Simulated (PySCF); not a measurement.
Point-charge models of `C=CCN(NC)C(C)C` against its computed dipole.

Coordinates (GFN2-xTB, Å) and charges (e) from the PBE0/pcSseg-1 density (PySCF):

```tsv
atom	x	y	z	Mulliken	IAO	Hirshfeld	ESP-fitted
C1	3.410	-0.240	0.256	-0.1410	-0.3285	-0.1054	-0.4619
C2	2.322	-0.278	-0.490	-0.2406	-0.1282	-0.0363	-0.0767
C3	1.037	-0.930	-0.081	+0.0448	-0.1625	-0.0307	-0.0926
N4	-0.101	-0.051	-0.308	-0.4807	-0.1822	-0.0454	-0.2312
N5	-0.221	0.991	0.637	-0.3439	-0.3244	-0.1039	-0.4329
C6	0.459	2.204	0.229	-0.0763	-0.3003	-0.0837	-0.2502
C7	-1.379	-0.738	-0.486	-0.1310	+0.0121	+0.0172	+0.2683
C8	-1.905	-1.414	0.786	-0.2393	-0.4411	-0.1315	-0.3984
C9	-2.396	0.268	-1.016	-0.1897	-0.4216	-0.1318	-0.4922
H10	3.439	-0.678	1.242	+0.1065	+0.1412	+0.0413	+0.1846
H11	4.321	0.224	-0.083	+0.1166	+0.1515	+0.0458	+0.1815
H12	2.305	0.165	-1.476	+0.1031	+0.1500	+0.0455	+0.1340
H13	1.107	-1.257	0.973	+0.0909	+0.1011	+0.0280	+0.1006
H14	0.894	-1.821	-0.702	+0.1281	+0.1489	+0.0478	+0.1143
H15	0.106	0.697	1.561	+0.1647	+0.2177	+0.0980	+0.3457
H16	0.089	2.481	-0.757	+0.1087	+0.1496	+0.0394	+0.1329
H17	1.551	2.112	0.181	+0.1077	+0.1174	+0.0203	+0.1120
H18	0.201	2.989	0.939	+0.1024	+0.1403	+0.0416	+0.1079
H19	-1.209	-1.504	-1.252	+0.1055	+0.1245	+0.0351	+0.0530
H20	-2.844	-1.921	0.575	+0.1096	+0.1406	+0.0407	+0.1244
H21	-2.079	-0.668	1.557	+0.1127	+0.1415	+0.0340	+0.0909
H22	-1.196	-2.151	1.158	+0.1090	+0.1303	+0.0323	+0.0791
H23	-2.030	0.714	-1.936	+0.1078	+0.1403	+0.0340	+0.1278
H24	-3.345	-0.224	-1.215	+0.1029	+0.1324	+0.0370	+0.1221
H25	-2.546	1.054	-0.283	+0.1216	+0.1494	+0.0304	+0.1570
```

Task: Compute μ = Σ q r for each scheme (1 e·Å = 4.803 D) and compare with the dipole of the full density.

Result: The full density gives (0.68, -0.49, 0.57) D, 1.01 D in size; dipole vectors point from the negative to the positive end.

```
    scheme    μx     μy     μz  size (D)  share of the full size (%)  angle to the full dipole (°)
  Mulliken  0.23   0.02   0.87      0.91                          89                            45
       IAO  0.33  -0.27  -0.07      0.43                          43                            44
 Hirshfeld  0.44  -0.28   0.17      0.54                          54                            17
ESP-fitted  0.67  -0.50   0.55      1.00                          99                             1
```

Task: Which set comes closest?

Result: Length of the difference vector: ESP-fitted 0.02 D, Hirshfeld 0.52 D, Mulliken 0.74 D, IAO 0.76 D. Closest: ESP-fitted. ESP charges are fitted to the potential around the molecule, whose slowest-falling term is the dipole's. The schemes that divide the density aren't constrained to reproduce the dipole.

Task: What is left for the Hirshfeld atoms' own dipoles?

Result: The shares of the density sum to the whole, so what Σ q r misses lies in dipoles about the nuclei. The atomic dipoles sum to (0.68, -0.49, 0.57) − (0.44, -0.28, 0.17) = (0.24, -0.21, 0.40) D, 0.52 D in size.

Task: With the origin at the mean of the coordinates, (0.000, 0.001, 0.000) Å, which are the largest single terms, by size, of the Hirshfeld dipole along the direction of the full one?

Result: C9 +1.46, C1 -1.29, H10 +0.66, H11 +0.60, H24 -0.50 D; all 25 atoms together +0.52 D. The single terms depend on the origin, their sum doesn't.

Task: Give the size of the full dipole in other units.

Result: 1.01 D = 0.399 au = 0.211 e·Å = 3.38 × 10⁻³⁰ C·m.

Isolated species at its GFN2-xTB geometry (one conformer only).

The values belong to the conformer `[CH2:1]=[CH:2][CH2:3][N:4]([NH:5][CH3:6])[CH:7]([CH3:8])[CH3:9]`: C1–C2–C3–N4 132°, C2–C3–N4–N5 -75°, C3–N4–N5–C6 92°, C3–N4–C7–C8 69°.
